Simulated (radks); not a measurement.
Results of a calculation; reference values are marked as such.
Problem. These are the eigenvalues of the occupied orbitals of an atom or ion with whole-number occupations (eV). Level of theory: Dirac Kohn-Sham, revPBE, spin-unpolarised, spherical densities, finite nucleus; Fermi nuclear charge, rms radius of each element as measured or else 0.836 A^(1/3) + 0.57 fm (a radial shooting solver on a logarithmic mesh with Libxc functionals).

orbital  eigenvalue
1s1/2     -55478.35
2s1/2     -9320.310
2p1/2     -8873.560
2p3/2     -8016.819
3s1/2     -2125.372
3p1/2     -1929.837
3p3/2     -1750.923
3d3/2     -1415.603
3d5/2     -1376.528
4s1/2     -463.9439
4p1/2     -386.1844
4p3/2     -345.7842
4d3/2     -217.6196
4d5/2     -210.2334
5s1/2      -97.0074
5p1/2      -74.5721
5p3/2      -68.5426
4f5/2      -55.9781
4f7/2      -54.8622

Which element is it, and in what charge state? The configuration may be excited. Open shells, if any, fill j = l - 1/2 first.

Solution. Z = 67, holmium, charge +4: Ho4+ in [Xe] 4f9. The list shows which subshells hold electrons but not how many an open one holds; the 1s level, -2038.8 hartree, gives Z - s = 63.9 by -(Z - s)^2/2, which with screening and relativity narrows Z to a few neighbours, and the depths of the outer levels then fix element, charge and occupations together.
